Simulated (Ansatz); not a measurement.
Breaking the P1–O2 bond in PO (multiplicity 2 held). Energies count from the point at 1.480 Å.


Restricted levels (R-, RO-) in cc, def2 and unpolarised 6-31G sets keep to the state of the molecule at rest. U- levels take the lowest unrestricted solution at each point, which mixes spins at long bonds. Full CI gives the lowest state of the spin. Left out are points that failed, MP2 points that dive below the minimum, coupled-cluster points behind a jump of the amplitudes or a sharp parting from full CI or MRCI, small-basis points behind a change of solution, and semi-empirical points at long bonds. Levels need not reach the same state.

Cores are frozen in the correlated methods.

Run with Ansatz (a program for electronic structure). Values without a source in brackets are computed.

Energies in kJ/mol.

```
R (Å)  RO-HF/6-31G  U-MP2/6-31G  RO-SCS-MP2/6-31G  FCI/6-31G
-----  -----------  -----------  ----------------  ---------
1.184          700          710               790        786
1.332          171          137               220        218
1.480            0            0                 0          0
1.628            1            4               -51        -51
1.776           82           26               -21        -24
1.998          248          113               165         65
2.220          361          181               468   left out
2.590     left out          210          left out        235
2.960          483          215               717   left out
3.404     left out          217          left out        273
3.996          512          217               766        276
4.735          515          218               770        277
5.919          517          218               772        277
```

Doubts at one or more of the structures used: a restricted determinant that unrestricted orbitals would lower (RO-HF/6-31G, RO-SCS-MP2/6-31G); a spin-contaminated determinant (U-MP2/6-31G).
